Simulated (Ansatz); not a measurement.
Gas-phase electronic energies from Ansatz, PBE0-D4/def2-TZVP geometries. CCSD(T)/CBS adds triple-zeta CCSD(T) − MP2 to the extrapolated MP2 energy (def2 sets, frozen cores). DFT in def2-TZVPP. B3LYP here is the variant with VWN-RPA as its local correlation; programs differ in this. For Ga outer-core shells are correlated without core-valence functions, which leaves a few kJ/mol of doubt a bond. Scalar relativity is left out up to krypton. Each species was taken in one conformer, which may not be the lowest.

Reaction (redistribution): `BC[SiH3]` + `F[SiH2][GaH2]` → `[BH2][GaH2]` + `F[SiH2]C[SiH3]`

`BC[SiH3]`:

Z-matrix (Å, degrees):
```
C
Si 1 1.896
B 1 1.532 2 106.4
H 1 1.094 2 104.2 3 -121.9
H 1 1.094 2 104.4 3 122.1
H 2 1.486 1 111.0 3 -59.0
H 2 1.486 1 110.8 3 62.0
H 2 1.486 1 108.7 3 -178.5
H 3 1.198 1 120.6 2 88.6
H 3 1.198 1 120.7 2 -87.3
```

`F[SiH2][GaH2]`:

```xyz
7

F    -1.683   -0.698   -1.235
Si   -0.752   -0.688    0.080
Ga    1.032    0.935   -0.093
H    -1.639   -0.404    1.243
H    -0.221   -2.070    0.252
H     1.225    1.848   -1.355
H     2.038    1.077    1.108
```

`[BH2][GaH2]`:

Z-matrix (Å, degrees):
```
B
Ga 1 2.065
H 1 1.199 2 122.1
H 1 1.199 2 122.2 3 -179.9
H 2 1.576 1 122.1 3 89.9
H 2 1.576 1 122.3 3 -90.0
```

`F[SiH2]C[SiH3]`:

```xyz
11

F    -1.340   -0.697    1.770
Si   -0.954   -1.233    0.308
C    -0.279    0.169   -0.698
Si    1.134    1.118    0.094
H     0.066   -2.298    0.477
H    -2.189   -1.801   -0.288
H     0.077   -0.251   -1.647
H    -1.087    0.867   -0.942
H     0.655    1.863    1.286
H     2.204    0.175    0.515
H     1.713    2.087   -0.874
```

| level | ΔE (kJ/mol) |
| --- | --- |
| B3LYP-D4 | 31.1 |
| ωB97X-V | 26.8 |

Q: What does CCSD(T)/CBS give? (Best estimate.)

A: Computed: +24.3 kJ/mol. The listed levels differ from it by 6.8, 2.5 kJ/mol.

Largest T1 diagnostic among the species: 0.014.

From PBE to PBE0 (25 % exact exchange), in def2-TZVPP and without D4, ΔE moves by −3.1 kJ/mol.
